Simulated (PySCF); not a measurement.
Vibration and rotation of LaSe

UHF-CCSD(T) constants of LaSe, doublet, about 0.1 electrons in the 4f shell (Mulliken) (La def2-TZVPP with ECP46, Se def2-TZVPP; scalar-relativistic core potentials (PySCF 2.14); masses 138.9063 and 79.9165 u):

```
ωe                      : 299.4 cm⁻¹
ωexe                    : 0.45 cm⁻¹
Be                      : 0.051015 cm⁻¹
αe                      : 0.000111 cm⁻¹
D (centrifugal)         : 5.92e-09 cm⁻¹
De to La (5d1 6s2) + Se : 5.07 eV
```

**Question.** Give the vibrational terms G(v) and spacings up to v = 6.

**Answer.** G(v) = ωe(v+½) − ωexe(v+½)².

```
v  G(v) (cm⁻¹)  G(v) − G(v−1)  Bv (cm⁻¹)
0        149.6                   0.05096
1        448.1          298.5    0.05085
2        745.7          297.6    0.05074
3       1042.4          296.7    0.05063
4       1338.2          295.8    0.05052
5       1633.1          294.9    0.05040
6       1927.1          294.0    0.05029
```

**Question.** How well does the Morse estimate ωe²/(4ωexe) reproduce De, and what is D0?

**Answer.** It gives 6.17 eV, 122 % of the computed De. D0 = De − G(0) = 5.07 − 0.02 = 5.05 eV.

Correlated steps freeze 9 core orbitals. These are scalar-relativistic numbers at best; spin–orbit coupling would shift them, the dissociation energy most. With d or f electrons several states lie close, and the lowest PBE0 determinant need not be the measured ground state.
